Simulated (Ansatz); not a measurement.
Gas-phase electronic energies from Ansatz, PBE0-D4/def2-TZVP geometries. CCSD(T)/CBS adds triple-zeta CCSD(T) − MP2 to the extrapolated MP2 energy (def2 sets, frozen cores). DFT in def2-TZVPP. HSE06 is defined as in plane-wave codes. Elements past krypton have def2 core potentials. For Ge, Sn outer-core shells are correlated without core-valence functions, which leaves a few kJ/mol of doubt a bond. Scalar relativity is left out up to krypton. One conformer a species, not always the lowest.

`[SiH3][O][GeH3]` + `[OH][SnH]([F])[F]` → `[F][SnH]([F])[O][SiH3]` + `[OH][GeH3]`  (ligand exchange at the Si–O bond)

```csv
level,ΔE (eV)
revPBE-D4,0.07
B97M-V,0.04
r2SCAN0-D4,0.04
PBE-QIDH,0.04
revPBE,0.05
HSE06,0.05
CCSD(T)/def2-TZVPP,0.03
HF/CBS(def2),0.01
```

**Question.** What does CCSD(T)/CBS give? (Estimate.)

**Answer.** Computed: +0.02 eV. The listed levels differ from it by 0.05, 0.02, 0.02, 0.02, 0.03, 0.03, 0.01, -0.01 eV.

Largest T1 diagnostic among the species: 0.015.

Leaving LDA and LC-ωPBE aside and taking each functional with its dispersion term where it has one, the values, not all of them listed here, spread over 0.04 eV, from BHLYP-D4 to revPBE-D4.
